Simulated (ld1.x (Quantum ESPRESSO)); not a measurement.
**Ag: excitation energies, all-electron against PAW**

ld1.x (Quantum ESPRESSO) 7.5 input, shortened:

```
&input
   title='Ag', zed=47., rel=1, dft='PZ', iswitch=3,
   config='[Kr] 4d10 5s0.75 5p0'
 /
 &inputp
   pseudotype=3, lpaw=.true., tm=.true., lloc=-1, rcloc=2.10,
   nlcc=.true., rcore=2.05,
   which_augfun='BESSEL', rmatch_augfun=1.75
 /
6
5S  1  0   0.75   0.00  1.90  2.65  0.0
5S  1  0   0.00   0.80  1.90  2.65  0.0
5P  2  1   0.00   0.00  2.75  3.70  0.0
5P  2  1   0.00   1.15  2.75  3.70  0.0
4D  3  2  10.00   0.00  1.55  2.00  0.0
4D  3  2   0.00   2.65  1.55  2.00  0.0
 &test
   configts(1)='4d10 5s0.75 5p0'
 /
```

Energies are relative to the spin-unpolarised reference configuration 4d10 5s0.75 5p0; without spin polarisation the order of configurations can differ from experiment. Spin-polarised rows fill each open shell by Hund’s rule, majority spin first.

```tsv
valence configuration	charge	ΔE all-electron (eV)	error AE − PS (meV)
4d10 5s1 5p0	0	-1.383	+0.3
4d10 5s0 5p0	+1	6.719	-1.4
4d9 5s0 5p0	+2	29.102	-55
4d10 5s0 5p1	0	2.638	-1.3
4d7 5s0 5p0	+4	117.463	-1005
4d10 5s0.75 5p0 (spin-polarised)	+0.25	-0.091	-0.1
4d10 5s1 5p0 (spin-polarised)	0	-1.532	0.0
```

Problem. What are ΔE and the potential's error for 4d8 5s0 5p0?

Solution. ΔE = 65.536 eV all-electron; the error (AE − PS) is -324 meV.

Problem. What are ΔE and the potential's error for 4d9 5s1 5p1?

Solution. ΔE = 7.188 eV all-electron; the error (AE − PS) is -32 meV.

Levels in the configuration 4d9 5s0 5p0:

```tsv
level	all-electron (eV)	pseudo (eV)
4d	-29.147	-29.277
```
